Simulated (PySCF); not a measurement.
# Molecular orbitals of VC

ωB97X at R = 1.579 Å; basis V def2-TZVPP, C def2-TZVPP; no relativity; PySCF 2.14. State: ²Δ (doublet), unpaired electrons δ ↑. Only the outer orbitals are listed, counted within each symmetry.

```
spin  orbital  occ.  ε (eV)  on V (%)         main shells (%)
   α       2π     1  -46.92       100                 100 V p
   α       2π     1  -46.92       100                 100 V p
   α       6σ     1  -46.55        98                  98 V p
   α       7σ     1  -14.66        24          75 C s, 15 V d
   α       3π     1   -7.86        62          59 V d, 37 C p
   α       3π     1   -7.86        62          59 V d, 37 C p
   α       1δ     1   -7.86       100                 100 V d
   α       8σ     1   -7.37        67   55 V d, 25 C p, 8 V p
   α       9σ     0   -0.44        84  50 V s, 32 V p, 12 C p
   α       4π     0    1.51        89  72 V p, 17 V d, 11 C p
   α       4π     0    1.51        89  72 V p, 17 V d, 11 C p
   β       6σ     1  -45.37        97                  97 V p
   β       2π     1  -45.11       100                 100 V p
   β       2π     1  -45.11       100                 100 V p
   β       7σ     1  -15.36        21          79 C s, 11 V d
   β       3π     1   -7.69        45          54 C p, 40 V d
   β       3π     1   -7.69        45          54 C p, 40 V d
   β       8σ     1   -7.14        50  47 C p, 40 V d, 10 V p
   β       9σ     0   -0.31        95          70 V s, 18 V p
   β       4π     0    1.88        95          71 V p, 24 V d
   β       4π     0    1.88        95          71 V p, 24 V d
```

**Question.** Which are the highest filled and the lowest empty level, where do they sit, and how wide is the gap?

**Answer.** Highest filled β 8σ at -7.14 eV (in %: 47 C p, 40 V d, 10 V p); lowest empty α 9σ at -0.44 eV (in %: 50 V s, 32 V p, 12 C p); the gap at ωB97X is 6.70 eV.

The bond order (Mayer) is 3.36 and the ⟨S²⟩ is 0.911. The charge on V (Mulliken, basis-dependent) is 0.35 and the charge on V (Löwdin, basis-dependent) is 0.18. The dipole moment (positive dipole means V(−)C(+)) is -6.84 D.

The state is the lowest single determinant that the PBE0 search found; with open d or f shells the true ground state can be another one.
